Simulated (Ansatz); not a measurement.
Al6Cu4, relaxed as a singlet with RKS PBE-D4/def2-SVP in Ansatz, starting from the GFN2-xTB geometry. Force threshold 0.03 eV/Å.

The restricted singlet is unstable towards broken spin symmetry in Hartree–Fock (as tested in another run); at PBE-D4/def2-SVP this wasn't settled. Another isomer (singlet) lies 0.05 eV lower at PBE0-D4/def2-TZVP; other spin states weren't run for this one.

Start:

```xyz
10

Cu   -1.445    0.350   -2.276
Cu   -0.184   -1.603   -1.284
Cu    1.953    1.941    0.048
Cu   -0.238   -1.612    1.186
Al    1.995   -0.620    0.038
Al   -0.246    0.576   -0.021
Al   -1.544    0.317    2.297
Al    1.070    0.561    2.198
Al    1.157    0.560   -2.143
Al   -2.518   -0.471   -0.044
```

Question: Estimate the energy that the relaxation releases and the steps that it takes.

Answer: 257.4 kJ/mol, in 14 steps; 67 s on 4 threads of Intel Xeon Platinum 8488C on a shared host. No frequencies were taken in this run, so the end may be a saddle point.

Question: Does the start keep its bonding and symmetry?

Answer: Bonds lost: Cu2–Al6, Cu4–Al6, Al5–Al6, Al6–Al7 (atoms count from 1). Bonds formed: Al8–Al10 (atoms count from 1).

Question: Predict the relaxed structure.

Answer: 
```csv
atom,x (Å),y (Å),z (Å)
Cu1,-1.3066,0.4352,-2.1366
Cu2,-0.1394,-1.6512,-1.2579
Cu3,1.9332,1.4901,-0.0646
Cu4,-0.1297,-1.7011,1.2284
Al5,1.8779,-0.9816,0.0828
Al6,-0.4121,2.1038,-0.4883
Al7,-1.6951,-0.5384,2.9660
Al8,0.4470,0.7867,1.6444
Al9,1.0824,0.3271,-2.0556
Al10,-1.6576,-0.2704,0.0812
```
Bond lengths (bridged metal pairs left out): 14 × Al–Cu 2.35 to 2.61 Å; 8 × Al–Al 2.63 to 2.90 Å; 2 × Cu–Cu 2.49 to 2.55 Å.
